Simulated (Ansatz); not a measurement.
Reaction (formal loss of a carbene): `CC(=N)BO` → `[CH2]` (triplet) + `N=CBO`

Program: Ansatz. Geometries: PBE0-D4/def2-TZVP. ΔE: electronic, gas phase. CCSD(T)/CBS adds triple-zeta CCSD(T) − MP2 to the extrapolated MP2 energy (def2 sets, frozen cores). This one scheme is used for every species. DFT in def2-TZVPP. B3LYP here is the variant with VWN-RPA as its local correlation; programs differ in this. Triplets are unrestricted, without spin–orbit coupling. Each species was taken in one conformer, which may not be the lowest.

| level | ΔE (kcal/mol) |
| --- | --- |
| r2SCAN-D4 | 101.7 |
| B3LYP-D4 | 105.0 |
| PBE | 106.7 |
| r2SCAN | 101.3 |
| HF/def2-TZVPP | 72.1 |
| MP2/def2-TZVPP | 107.0 |
| HF/def2-QZVPP | 72.2 |
| MP2/def2-QZVPP | 108.6 |

Task: What does CCSD(T)/CBS give? (An estimate is asked.)

Result: Ansatz gave: +106.4 kcal/mol. The listed levels differ from it by -4.7, -1.4, 0.3, -5.1, -34.3, 0.6, -34.2, 2.2 kcal/mol.

Largest T1 diagnostic among the species: 0.014.

The D4 term adds +2.3 kcal/mol with B3LYP and +1.3 kcal/mol with PBE0; it sums over pairs of atoms, weighted by their polarisabilities, and B3LYP, whose exchange is more repulsive, gets the larger term. In def2-TZVPP, CCSD(T) changes the Hartree–Fock value by +31.5 kcal/mol (the triples alone add +2.6 kcal/mol) and MP2 by +34.8 kcal/mol. From PBE to PBE0 (25 % exact exchange), in def2-TZVPP and without D4, ΔE moves by −1.8 kcal/mol.
